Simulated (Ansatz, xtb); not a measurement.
## Two isomers of CH7BFN

Structure I: `C[NH2+][BH2-]F`, a singlet. Structure II: `C[B@H-]([NH3+])F`, a singlet. Both are isolated molecules in the gas phase, relaxed with PBE-D3(BJ)/def2-SVP, each in the lowest conformer that the search found.

Energies in hartree; the thermal terms are from PBE-D3(BJ)/def2-SVP harmonic frequencies (ideal gas, rigid rotor, one conformer each, 298.15 K, 1 atm) and include the zero-point energy:

|  | I | II |
| --- | --- | --- |
| E, CCSD(T)/def2-SVP | −221.076620 | −221.097675 |
| E, MP2/def2-SVP | −221.016513 | −221.039049 |
| E, MP2/def2-TZVPP | −221.439247 | −221.463374 |
| zero-point energy | 0.090599 | 0.089582 |
| H(298 K) − E | 0.096991 | 0.096462 |
| G(298 K) − E | 0.062666 | 0.061475 |

Correct the CCSD(T) difference for the basis set by the MP2 change, then work out ΔE, ΔE₀, ΔH and ΔG for I → II in kJ/mol (1 Eh = 2625.50 kJ/mol) and the equilibrium ratio [II]/[I].

1. Differences II − I: CCSD(T) −0.021055, MP2 in the small set −0.022536, MP2 in the large set −0.024127 Eh.
2. ΔE = −0.021055 + (−0.024127 − (−0.022536)) = −0.022646 Eh = −59.46 kJ/mol.
3. ΔE₀ = ΔE + ΔZPE = −0.022646 + (−0.001017) Eh = −62.13 kJ/mol.
4. ΔH = ΔE + (−0.000529) Eh = −60.85 kJ/mol.
5. ΔG = ΔE + (−0.001191) Eh = −62.58 kJ/mol, so ΔS = (ΔH − ΔG)/T = +5.8 J/(mol K).
6. kT = 0.9442 mEh, so K = [II]/[I] = exp(−ΔG/kT) = exp(+25.25) ≈ 9.2 × 10^10.

Structure II is favoured at this temperature. An error of 4 kJ/mol in ΔG would change K by a factor of 5. GFN2-xTB gave ΔE the other sign. Mirror images and further conformers aren't counted.

As drawn, II has 1 C–B, 1 N–H in place of 1 C–N, 1 B–H.

Other levels gave ΔE = +20.0 (GFN2-xTB); −35.6 (HF/STO-3G, GFN2-xTB geometries); −62.7 (r2SCAN-D4/def2-SVP, GFN2-xTB geometries); −58.3 (PBE-D3(BJ)/def2-SVP); −54.0 (HF/def2-SVP); −59.2 (MP2/def2-SVP); −55.3 (CCSD(T)/def2-SVP) kJ/mol. The correlated steps freeze 4 core orbitals. Programs: Ansatz 0.2.0, xtb 6.7.1.
